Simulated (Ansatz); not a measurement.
Isolated molecules relaxed with PBE0-D4/def2-TZVP in Ansatz; ΔE leaves out vibrations. CCSD(T)/CBS adds triple-zeta CCSD(T) − MP2 to the extrapolated MP2 energy (def2 sets, frozen cores). Functionals use def2-TZVPP. B3LYP here is the variant with VWN-RPA as its local correlation; programs differ in this. def2 core potentials past Kr. For W outer-core shells are correlated without core-valence functions, which leaves a few kJ/mol of doubt a bond. Each species was taken in one conformer, which may not be the lowest.

Consider the substitution at a C–N bond: `CN(C)BO` + `[O]=[W]([OH])([OH])([OH])[F]` → `C[O][W](=[O])([OH])([OH])[F]` + `CNBO`.

| level | ΔE (kJ/mol) | difference from CCSD(T)/CBS |
| --- | --- | --- |
| PBE-D4 | 13.5 | -5.3 |
| r2SCAN-D4 | 12.9 | -5.9 |
| B3LYP-D4 | 10.4 | -8.4 |
| ωB97X-V | 15.5 | -3.3 |
| B2PLYP | 11.1 | -7.7 |
| PBE0 | 14.3 | -4.5 |
| B3LYP | 8.0 | -10.8 |
| MP2/def2-TZVPP | 18.5 | -0.3 |
| SCS-MP2/def2-TZVPP | 15.2 | -3.6 |
| CCSD/def2-TZVPP | 16.2 | -2.6 |
| CCSD(T)/def2-TZVPP | 16.1 | -2.7 |
| HF/def2-QZVPP | 7.3 | -11.5 |
| MP2/def2-QZVPP | 19.9 | 1.1 |
| HF/CBS(def2) | 7.2 | -11.6 |
| MP2/CBS(def2) | 21.1 | 2.3 |
| CCSD/CBS(def2) | 18.9 | 0.1 |
| CCSD(T)/CBS | 18.8 | 0 |

Largest T1 diagnostic among the species: 0.021, so the coupled-cluster value is less sure than usual.

In def2-TZVPP, CCSD(T) changes the Hartree–Fock value by +8.7 kJ/mol (the triples alone add −0.1 kJ/mol) and MP2 by +11.1 kJ/mol.

CCSD(T)/CBS has its own doubt, a few kJ/mol and more with outer-core shells, so smaller differences from it don't rank the levels.
